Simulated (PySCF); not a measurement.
## Ionisation energy of Tl⁵⁹⁺ by level of theory

Tl⁵⁹⁺ [Ar] 3d4 [3d3/2^4, M_J = 0] → Tl⁶⁰⁺ [Ar] 3d3 [3d3/2^3, M_J = 3/2], as a difference of total energies. All numbers are calculated (PySCF 2.14, the two-component X2C-1e Hamiltonian, in an even-tempered Gaussian basis (15 s from 18 bohr⁻², ratio 2.8; 13 p from 24 bohr⁻², ratio 2.8; 8 d from 24 bohr⁻², ratio 2.8; 3 f from 77 bohr⁻², ratio 3)). Correlated levels: [Ne] frozen; the 78 highest virtual spinors dropped. "Screened" scales the spin-orbit matrix elements by Boettger's factors to mimic the two-electron term; Breit and QED terms are absent.

```json
{"method": "GHF (spin-free)", "ionisation energy (eV)": "6188.4"}
{"method": "GMP2 (spin-free)", "ionisation energy (eV)": "6188.4"}
{"method": "GHF (screened spin-orbit)", "ionisation energy (eV)": "6244.7"}
{"method": "GMP2 (screened spin-orbit)", "ionisation energy (eV)": "6245.5"}
```

Breit and QED terms and the two-electron picture change are absent.

The spin-free rows relax to the high-spin LS determinant and lack the spin-orbit shift.

The labels give the starting determinants; with spin-orbit coupling the two ends relaxed to ⟨J²⟩ = 0.00, ⟨L²⟩ = 2.49, ⟨S²⟩ = 2.49 and ⟨J²⟩ = 3.76, ⟨L²⟩ = 7.56, ⟨S²⟩ = 2.09.

For comparison: 6241 ± 7 eV (theoretical estimate listed by NIST; NIST Atomic Spectra Database, ionization energies).
